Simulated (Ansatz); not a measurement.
Basis sets compared for Li12F12 (started as a model of: (LiF)12 cage of four- and six-membered rings). The state is a singlet with charge 0. Geometry r2SCAN-D4/def2-SVP. Ansatz on 4 threads of Intel Xeon Platinum 8488C on a shared host; times are rough, and most runs start from earlier orbitals.

```tsv
atom	x (Å)	y (Å)	z (Å)
Li1	1.230	-2.460	2.095
F2	-0.521	-2.391	1.718
Li3	-0.025	-3.177	0.159
F4	1.727	-3.152	0.490
Li5	2.484	-1.542	0.249
F6	2.312	-1.049	1.988
Li7	1.467	0.456	2.184
F8	-0.315	0.483	2.483
Li9	-1.267	-0.763	1.616
F10	-2.143	-0.166	0.115
Li11	-1.702	-1.034	-1.398
F12	-0.552	-2.399	-1.297
Li13	0.603	-1.208	-2.024
F14	1.857	-0.417	-1.004
F15	-0.724	-0.207	-2.679
Li16	1.564	1.370	-0.691
F17	1.446	1.826	1.039
Li18	-0.229	2.070	1.670
F19	-1.457	2.796	0.677
Li20	-2.468	1.573	-0.202
Li21	-0.784	1.525	-2.679
F22	0.514	2.377	-1.739
Li23	-0.862	3.210	-0.949
F24	-2.155	2.278	-1.823
```

Binding counts from free atoms (Li doublet, F doublet) in the same basis, without a counterpoise term.

```
           level  functions  energy (Eh)  HOMO (eV)  LUMO (eV)  binding per atom (eV)  wall time
 PBE-D4/def2-SVP        276   -1287.7206      -7.33      -0.80                   4.30      6.5 s
PBE0-D4/def2-SVP        276   -1287.7737      -9.37      -0.24                   4.16      9.5 s
```

Problem. Estimate the rows for PBE-D4/def2-TZVP (with forces), PBE0-D4/def2-TZVP.

Solution. 
| level | functions | energy (Eh) | HOMO (eV) | LUMO (eV) | binding per atom (eV) | wall time |
| --- | --- | --- | --- | --- | --- | --- |
| PBE-D4/def2-TZVP (with forces) | 540 | -1289.1755 | -7.56 | -0.83 | 4.09 | 12 s |
| PBE0-D4/def2-TZVP | 540 | -1289.2161 | -9.56 | -0.20 | 3.97 | 25 s |
